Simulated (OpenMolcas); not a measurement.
## Multiconfigurational calculation on P³⁺

Input:

```
&GATEWAY
Coord
1

P 0.0 0.0 0.0
Basis=ANO-R2
Group=XYZ
NoMove
AngMom=0.0 0.0 0.0
AMFI
&SEWARD
&RASSCF
FileOrb=start.orb
Symmetry=1
Spin=3
nActEl=2 0 0
Inactive=2 3
Ras2=1 3
CIRoot=3 3 1
SDav=3
CIMx=300
Iter=120 100
PrWF=0.3
OrbListing=Nothing
MaxOrb=0
Atom
>>> COPY $Project.JobIph JOB001
&RASSCF
FileOrb=start.orb
Symmetry=1
Spin=1
nActEl=2 0 0
Inactive=2 3
Ras2=1 3
CIRoot=7 7 1
SDav=7
CIMx=300
Iter=120 100
PrWF=0.3
OrbListing=Nothing
MaxOrb=0
Atom
>>> COPY $Project.JobIph JOB002
&RASSCF
FileOrb=start.orb
Symmetry=2
Spin=3
nActEl=2 0 0
Inactive=2 3
Ras2=1 3
CIRoot=3 3 1
SDav=3
CIMx=300
Iter=120 100
PrWF=0.3
OrbListing=Nothing
MaxOrb=0
Atom
>>> COPY $Project.JobIph JOB003
&RASSCF
FileOrb=start.orb
Symmetry=2
Spin=1
nActEl=2 0 0
Inactive=2 3
Ras2=1 3
CIRoot=3 3 1
SDav=3
CIMx=300
Iter=120 100
PrWF=0.3
OrbListing=Nothing
MaxOrb=0
Atom
>>> COPY $Project.JobIph JOB004
&RASSI
NrOfJobIphs=4 3 7 3 3
1 2 3
1 2 3 4 5 6 7
1 2 3
1 2 3
IphNames
JOB001
JOB002
JOB003
JOB004
EJob
SpinOrbit
DIPRint=1.0
SOCoupling=1000.0
Subsets=2
MEES
Property=10
'ANGMOM' 1 'ANGMOM' 2 'ANGMOM' 3 'MLTPL  1' 1 'MLTPL  1' 2 'MLTPL  1' 3
'AMFI' 1 'AMFI' 2 'AMFI' 3 'MLTPL  2' 6
SOProperty=3
'ANGMOM' 1 'ANGMOM' 2 'ANGMOM' 3
```

A driver script runs the steps one by one and writes start.orb anew before each from the orbitals found so far.

Output, cut to the results:

```
--- SEWARD ---
Basis set label: P.ANO-R...5S4P3D1F.

      Electronic valence basis set:
      ------------------
      Associated Effective Charge  15.000000 au
      Associated Actual Charge     15.000000 au
      Nuclear Model: Finite nucleus - Gaussian distribution
        Gaussian exponent, Xi/bohr**(-2):  4.11175E+08

      Shell  nPrim  nBasis  Cartesian Spherical Contaminant
         s      16       5        X
         p      11       4        X
         d       7       3                 X
         f       5       1                 X
                  Relativistic X2C integrals
                  Atomic mean-field integrals
--- RASSCF ---
Wave function specifications:
      -----------------------------

      Number of closed shell electrons          10
      Number of electrons in active shells       2
      Max number of holes in RAS1 space          0
      Max nr of electrons in RAS3 space          0
      Number of inactive orbitals                5
      Number of active orbitals                  4
      Number of secondary orbitals              30
      Spin quantum number                      1.0
      State symmetry                             1
Orbital specifications:
      -----------------------

      Symmetry species                           1   2
                                                ag  au
      Frozen orbitals                            0   0
      Inactive orbitals                          2   3
      Active orbitals                            1   3
      RAS1 orbitals                              0   0
      RAS2 orbitals                              1   3
      RAS3 orbitals                              0   0
      Secondary orbitals                        17  13
      Deleted orbitals                           0   0
      Number of basis functions                 20  19
      Number of CSFs                             3
      Number of root(s) required                 3
      Iter CI   SX   CI       RASSCF       Energy    max ROT     max BLB   max BLB  Level Ln srch  Step   QN
          iter iter root      energy       change     param      element    value   shift minimum  type update
 Nr of preliminary CI iterations:   1
 ###############################################################################
 ###############################################################################
 ###                                                                         ###
 ###                                                                         ###
 ###    WARNING: Problems in orbital optimization.                           ###
 ###                                                                         ###
 ###                                                                         ###
 ###############################################################################
 ###############################################################################
  Warning: In symmetry  1, orbital p=   3 has diagonal density matrix element D(p,p) close to zero. D(p,p)=  0.000000E+00
        1   1    2    0  -338.66602047    0.00E+00  -1.16E-08    1   3 1  1.62E-07   0.50   0.00    SX    NO
        ...
 ###############################################################################
 ###############################################################################
  Warning: In symmetry  1, orbital p=   3 has diagonal density matrix element D(p,p) close to zero. D(p,p)=  0.000000E+00
        4   1    1    0  -338.66602047   -5.68E-14   0.00E+00    2   3 1 -2.23E-08   0.50   0.00    SX    NO
      Convergence after  4 iterations
        5   1    1    0  -338.66602047    5.68E-13   0.00E+00    2   3 1 -2.23E-08   0.50   0.00    SX    NO
      Natural orbitals and occupation numbers for root  1
      sym 1:   0.000000
      sym 2:   1.000000   1.000000   0.000000
      Natural orbitals and occupation numbers for root  2
      sym 1:   0.000000
      sym 2:   1.000000   0.000000   1.000000
      Natural orbitals and occupation numbers for root  3
      sym 1:   0.000000
      sym 2:   0.000000   1.000000   1.000000
::    RASSCF root number  1 Total energy:   -338.66602047
::    RASSCF root number  2 Total energy:   -338.66602047
::    RASSCF root number  3 Total energy:   -338.66602047
--- RASSCF ---
Wave function specifications:
      -----------------------------

      Number of closed shell electrons          10
      Number of electrons in active shells       2
...
--- RASSI ---
SPIN-FREE ENERGIES:
  (Shifted by EMIN (a.u.) =       -339.4195627969)

 SF State       Relative EMIN(au)   Rel lowest level(eV)    D:o, cm**(-1)      L_eff

     4             0.0000000000        0.0000000000              0.0000         0.0
    11             0.3073318005        8.3629243299          67451.5336         1.0
    12             0.3073318005        8.3629243299          67451.5336         1.0
    13             0.3073318005        8.3629243299          67451.5336         1.0
    14             0.5305024457       14.4357069549         116431.8287         1.0
    15             0.5305024457       14.4357069549         116431.8287         1.0
    16             0.5305024457       14.4357069549         116431.8287         1.0
     2             0.7535423286       20.5049313573         165383.4248         1.0
     3             0.7535423286       20.5049313573         165383.4248         1.0
     1             0.7535423286       20.5049313573         165383.4248         1.0
     8             0.8134953141       22.1363352022         178541.5842         2.0
     9             0.8134953141       22.1363352022         178541.5842         2.0
     5             0.8134953141       22.1363352022         178541.5842         2.0
     6             0.8134953141       22.1363352022         178541.5842         2.0
     7             0.8134953141       22.1363352022         178541.5842         2.0
    10             0.9445929124       25.7036825847         207314.1812         0.0
     Dipole printing threshold changed to   1.00000000E+00

++ Dipole transition strengths (spin-free states):
   -----------------------------------------------
     for osc. strength at least  1.00000000E+00

  ( Max oscillator strength is only   0.55040508025789370      )
--
Eigenvalues of complex Hamiltonian:
   -----------------------------------
  (Shifted by EMIN (a.u.) =       -339.4195627969)

...
```

Levels above the lowest, from the spin-orbit matrix, grouped by J:

```csv
Configuration,Term,J,E (cm⁻¹),Measured (cm⁻¹),g,Term weight %
3s²,¹S,0,0.0,0.0,,100
3s 3p,³P°,0,67052,67918,,100
3s 3p,³P°,1,67250,68146,1.501,100
3s 3p,³P°,2,67652,68615,1.501,100
3s 3p,¹P°,1,116433,,1.000,100
3p²,³P,0,164982,164941,,100
3p²,³P,1,165186,165185,1.501,100
3p²,³P,2,165575,165654,1.501,100
3p²,¹D,2,178548,158142,1.000,100
3p²,¹S,0,207321,194592,,100
```

Against the 8 measured excited levels shown (Martin, Zalubas and Musgrove, J. Phys. Chem. Ref. Data 14, 751 (1985)) the mean absolute deviation is 4500 cm-1; the largest miss in energy is 3p² ¹D₂: computed 178548, measured 158142 cm⁻¹ (+12.9 %). Levels of one J stand in another order than measured, so their pairing by name is doubtful.

The ¹D term of p² mixes with s d, which this space lacks. Computed and measured levels are paired by configuration, term and J; levels that our copy of the source lacks, or whose pairing is in doubt (as where it misses far off the trend of its configuration), stay unpaired and out of the deviations. Levels of configurations outside the active space are missing.

The term weight is that of the spin-free term in the level, not the purity of its configuration. ° marks odd parity.
